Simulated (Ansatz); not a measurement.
Calculated with Ansatz (gas phase, PBE0-D4/def2-TZVP geometries, no zero-point term in ΔE). CCSD(T)/CBS is the MP2 limit (def2-TZVPP, def2-QZVPP) plus CCSD(T) − MP2 in def2-TZVPP, frozen cores. Functionals use def2-TZVPP. B3LYP here is the variant with VWN-RPA as its local correlation; programs differ in this. For Br outer-core shells are correlated without core-valence functions, which leaves a few kJ/mol of doubt a bond. Scalar relativity is left out up to krypton. Each species was taken in one conformer, which may not be the lowest.

Reaction (redistribution): `N[Si](O)(F)Cl` + `[SiH3]O[SiH](Br)O[SiH3]` → `N[Si](O)(F)Br` + `[SiH3]O[SiH](Cl)O[SiH3]`

Problem. Is it downhill or uphill in electronic energy at CCSD(T)/CBS, and by how much? (Estimate.)

Solution. Computed: Uphill: ΔE = +4.0 kJ/mol.

Problem. What do these levels give: r2SCAN-D4, PBE0-D4, ωB97X-V, ωB97M-V, r2SCAN, PBE0, B3LYP, SCS-MP2/def2-TZVPP, CCSD/def2-TZVPP, SCS-MP2/def2-QZVPP, MP2/CBS(def2), CCSD/CBS(def2)? (Best estimate.)

Solution. Computed: r2SCAN-D4 3.3, PBE0-D4 3.2, ωB97X-V 3.2, ωB97M-V 3.4, r2SCAN 3.2, PBE0 2.8, B3LYP 1.9, SCS-MP2/def2-TZVPP 3.4, CCSD/def2-TZVPP 3.5, SCS-MP2/def2-QZVPP 3.6, MP2/CBS(def2) 4.3, CCSD/CBS(def2) 3.9 kJ/mol.

Largest T1 diagnostic among the species: 0.011.
